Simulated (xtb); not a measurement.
Br3Sb (SMILES [Br][Sb]([Br])[Br]), singlet, from a rough starting geometry; GFN2-xTB in xtb.

Here is a job for xtb.
```
$ xtb mol.xyz --gfn 2 --opt vtight --json

# file mol.xyz
4

Sb     0.01145443     0.00709081     0.98828995
Br     0.55693726    -2.17006502    -0.35692121
Br     1.58667001     1.51556464    -0.28714272
Br    -2.08241174     0.58894406    -0.31817458
```

Output, abridged:

```
   ID    Z sym.   atoms
    1   51 Sb     1
    2   35 Br     2-4

           -------------------------------------------------
          |                Calculation Setup                |
           -------------------------------------------------

           -------------------------------------------------
          |                 G F N 2 - x T B                 |
           -------------------------------------------------

          ...................................................
          :                      SETUP                      :
          :.................................................:
          :  # basis functions                  40          :
          :  # atomic orbitals                  36          :
          :  # shells                           12          :
          :  # electrons                        26          :
          :  max. iterations                   250          :
          :  Hamiltonian                  GFN2-xTB          :
          :  restarted?                      false          :
          :  GBSA solvation                  false          :
          :  PC potential                    false          :
          :  electronic temp.          300.0000000     K    :
          :  accuracy                    1.0000000          :
          :  -> integral cutoff          0.2500000E+02      :
          :  -> integral neglect         0.1000000E-07      :
          :  -> SCF convergence          0.1000000E-05 Eh   :
          :  -> wf. convergence          0.1000000E-03 e    :
          :  Broyden damping             0.4000000          :
          :  net charge                          0          :
          :  unpaired electrons                  0          :
          ...................................................

 iter      E             dE          RMSdq      gap      omega  full diag
   1    -14.6229126 -0.146229E+02  0.100E+01    3.80       0.0  T
   2    -14.6283934 -0.548080E-02  0.605E+00    3.63       1.0  T
   3    -14.6238260  0.456746E-02  0.246E+00    3.77       1.0  T
   4    -14.6261244 -0.229843E-02  0.205E+00    3.39       1.0  T
   5    -14.6307172 -0.459276E-02  0.127E+00    3.68       1.0  T
   6    -14.6325964 -0.187922E-02  0.411E-01    3.57       1.0  T
   7    -14.6328165 -0.220128E-03  0.115E-01    3.60       1.0  T
   8    -14.6328165 -0.268831E-07  0.643E-02    3.60       1.0  T
   9    -14.6328197 -0.312865E-05  0.369E-02    3.60       1.4  T
[...]
 * total energy  :   -14.6284345 Eh     change        0.7851497E-12 Eh
 * total energy  :   -14.6230739 Eh     change        0.5360654E-02 Eh
 * total energy  :   -14.6287638 Eh     change       -0.5689931E-02 Eh
 * total energy  :   -14.6252749 Eh     change        0.3488922E-02 Eh
 * total energy  :   -14.6290825 Eh     change       -0.3807553E-02 Eh
 * total energy  :   -14.6289304 Eh     change        0.1520780E-03 Eh
 * total energy  :   -14.6291041 Eh     change       -0.1736857E-03 Eh
 * total energy  :   -14.6290623 Eh     change        0.4179679E-04 Eh
 * total energy  :   -14.6291160 Eh     change       -0.5373312E-04 Eh
 * total energy  :   -14.6291188 Eh     change       -0.2777786E-05 Eh
 * total energy  :   -14.6291258 Eh     change       -0.7064374E-05 Eh
 * total energy  :   -14.6291258 Eh     change       -0.4594234E-08 Eh
   *** GEOMETRY OPTIMIZATION CONVERGED AFTER 12 ITERATIONS ***
         :: total energy             -14.629125844556 Eh    ::
[...]
        23                          0.0106984               0.2911
        24                          0.0107041               0.2913
       ...                                ...                  ...
        36                          0.9284799              25.2652
      -------------------------------------------------------------
                  HL-Gap            0.1422166 Eh            3.8699 eV
             Fermi-level           -0.3761930 Eh          -10.2367 eV

     #   Z          covCN         q      C6AA      α(0)
     1  51 Sb       2.518     0.463   356.383    36.071
     2  35 Br       0.848    -0.154   189.097    22.171
     3  35 Br       0.848    -0.154   189.096    22.171
     4  35 Br       0.848    -0.155   189.098    22.171

 Mol. C6AA /au·bohr⁶  :       3598.066739
 Mol. C8AA /au·bohr⁸  :     272691.057287
 Mol. α(0) /au        :        102.584519

Wiberg/Mayer (AO) data.
largest (>0.10) Wiberg bond orders for each atom

 ---------------------------------------------------------------------------
     #   Z sym  total        # sym  WBO       # sym  WBO       # sym  WBO
 ---------------------------------------------------------------------------
     1  51 Sb   3.573 --     3 Br   1.191     2 Br   1.191     4 Br   1.191
     2  35 Br   1.270 --     1 Sb   1.191
     3  35 Br   1.270 --     1 Sb   1.191
     4  35 Br   1.270 --     1 Sb   1.191
 ---------------------------------------------------------------------------

Topologies differ in total number of bonds
Writing topology from bond orders to xtbtopo.mol

molecular dipole:
                 x           y           z       tot (Debye)
 q only:       -0.005      -0.014       1.152
   full:       -0.013      -0.034       2.729       6.938
molecular quadrupole (traceless):
                xx          xy          yy          xz          yz          zz
 q only:       -2.707       0.002      -2.708       0.021      -0.146       5.415
  q+dip:       -7.744       0.002      -7.744       0.033      -0.392      15.488
   full:       -7.345       0.003      -7.348       0.038      -0.376      14.693

optimized geometry written to: xtbopt.xyz

           -------------------------------------------------
          | TOTAL ENERGY              -14.629125844556 Eh   |
          | GRADIENT NORM               0.000032791587 Eh/α |
          | HOMO-LUMO GAP               3.869910011240 eV   |
           -------------------------------------------------

normal termination of xtb
```
